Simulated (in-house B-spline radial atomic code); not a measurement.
Sb³⁺ is squeezed into an impenetrable sphere of radius R (the orbitals vanish at R). Caution: exact exchange at fractional occupations of open shells leaves self-interaction of up to several eV. Computed with an all-electron radial atomic-structure program (B-spline basis): non-relativistic PBE0, spin-polarised, spherical fractional occupations, point nucleus.

Energies in eV above the free ion in [Kr] 4d10 5s2:

| R (bohr) | highest level (eV) | [Kr] 4d10 5s2 | [Kr] 4d10 5s1 5p1 | [Kr] 4d10 4f1 5s1 | -dE/dV in [Kr] 4d10 5s2 (GPa) |
| --- | --- | --- | --- | --- | --- |
| 9.66 | -38.4 | 0 | 8.149 | 26.8 | 1.14e-06 |
| 5.52 | -38.4 | 0.04676 | 8.264 | 28.12 | 0.333 |
| 4.69 | -38.1 | 0.3547 | 8.804 | 29.71 | 3.27 |
| 4.49 | -37.9 | 0.5657 | 9.133 | 30.35 | 5.58 |
| 3.52 | -35.1 | 4.92 | 14.87 | 36.98 | 74.3 |
| 2.93 | -28 | 17.93 | 30.11 | 49.71 | 402 |
| 2.46 | -11.9 | 53.28 | 68.94 | 79.44 | 1840 |
| 2.21 | 6.47 | 99.66 | 118.1 | 117.1 | 4550 |
| 1.93 | 45.3 | 212.7 | 235.4 | 209.2 | 13900 |
| 1.59 | 151 | 592.6 | 621.1 | 525.6 | 64600 |

Problem. Does [Kr] 4d10 5s1 5p1 fall below [Kr] 4d10 5s2 under compression?

Solution. No, it stays above over the whole range.

Problem. Does [Kr] 4d10 4f1 5s1 fall below [Kr] 4d10 5s2 under compression?

Solution. Yes, between R = 2.21 and 1.93 bohr the order changes (near 1.98 bohr by linear interpolation).

The highest level is first positive in the row R = 2.21 bohr, pushed up by confinement above the zero of the free ion's potential. Each configuration is held fixed and needn't be the lowest in the sphere.
